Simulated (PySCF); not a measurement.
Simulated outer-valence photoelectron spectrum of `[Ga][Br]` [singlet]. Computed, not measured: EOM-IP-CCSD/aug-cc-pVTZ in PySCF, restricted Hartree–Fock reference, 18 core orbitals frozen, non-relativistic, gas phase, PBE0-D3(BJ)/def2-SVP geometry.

Each root has a Gaussian of 0.8 eV full width with its one-hole share as area; cross sections and vibrations are left out, and the highest printed point is 100.

(ionisation energy (eV), intensity): (8.4, 0), (8.6, 1), (8.8, 5), (9.0, 15), (9.2, 32), (9.4, 48), (9.6, 51), (9.8, 42), (10.0, 36), (10.2, 49), (10.4, 79), (10.6, 100), (10.8, 92), (11.0, 60), (11.2, 27), (11.4, 9), (11.6, 2), (11.8, 0), (12.0, 0), (12.2, 0), (12.4, 0), (12.6, 1), (12.8, 4), (13.0, 12), (13.2, 27), (13.4, 42), (13.6, 47), (13.8, 37), (14.0, 21), (14.2, 8), (14.4, 2), (14.6, 0)

Problem. Where are the maxima, and how many lines lie under the curve?

Solution. 3 maxima, at 9.5, 10.7 and 13.6 eV, from 3 lines (4 roots with degenerate partners counted).

Problem. List the lines with their holes.

Solution. 
```csv
E (eV),leading hole (HF orbital),area,Koopmans (eV)
9.53,HOMO,0.96,9.34
10.65,HOMO-1/HOMO-2,1.90,11.10
13.56,HOMO-3,0.89,14.13
```

The widest gap, 2.91 eV, lies between 10.65 and 13.56 eV. Only orbitals with −ε under 21 eV, eight at most, were ionised, so the high end of the curve may lack lines.
